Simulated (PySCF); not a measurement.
Method: B3LYP-D3(BJ)/def2-TZVP (PySCF). Isolated molecules, 0 K electronic values unless said otherwise. B3LYP has the VWN-RPA correlation part, as in Gaussian. Delta-SCF ions had no search for a lower state. 

Reference species (SMILES): `[Cl][SnH]([Cl])[Cl]` (neutral, multiplicity 1).

```yaml
HOMO–LUMO gap: 6.33 eV
LUMO: -2.77 eV
vertical ionisation energy (Delta-SCF): 11.22 eV
dipole_moment: 2.07 D
```

After one change: the HOMO–LUMO gap rises by 0.51 eV; the LUMO rises by 0.93 eV; the vertical ionisation energy (Delta-SCF) drops by 0.34 eV; the dipole moment rises by 0.60 D.

Question: What was changed between the two runs? The new species is one of these.
A. `[Cl][SnH2][Cl]`
B. `[Cl][Sn]([Cl])([Cl])[Cl]`
C. `[Cl][SnH3]`

Answer: A, `[Cl][SnH2][Cl]`
